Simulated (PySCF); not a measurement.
H₃O (SMILES [OH3+]), charge +1, singlet, at a GFN2-xTB geometry. Base run: MP2/aug-cc-pVDZ (PySCF).

Here is a job for PySCF.
```python
from pyscf import gto, scf, mp

mol = gto.Mole()
mol.atom = '''
    O     0.07094020    0.00288768    0.03133554
    H    -0.02512652    0.80502202   -0.52984156
    H     0.02737561   -0.82471664   -0.49851471
    H    -0.56977067   -0.00340678    0.77767195
'''
mol.basis = 'aug-cc-pvdz'
mol.charge = 1
mol.verbose = 4
mol.build()

mf = scf.RHF(mol)
mf.kernel()

pt = mp.MP2(mf)
pt.kernel()
print('E(MP2) = %.10f' % pt.e_tot)
```

The base run was repeated with changes; each row names its change, and settings that it needs were set with it.

```csv
change,ΔE vs base (kcal/mol),MP2 correlation (Eh),basis functions
base,0.000,-0.21535,50
method = ccsd,-6.60,-0.21535,50
frozen = 2,[?],[?],50
cart = on,[?],[?],[?]
method = cisd,-1.10,-,50
frozen = 1,1.65,-0.21272,50
method = ccsd(t),-9.35,-0.21535,50
density fitting = JK and correlation,0.025,-0.21531,50
```

Task: What belongs in the gaps?

Result: 
- frozen = 2, ΔE vs base (kcal/mol): 39.14
- frozen = 2, MP2 correlation (Eh): -0.15298
- cart = on, ΔE vs base (kcal/mol): -4.34
- cart = on, MP2 correlation (Eh): -0.22151
- cart = on, basis functions: 52
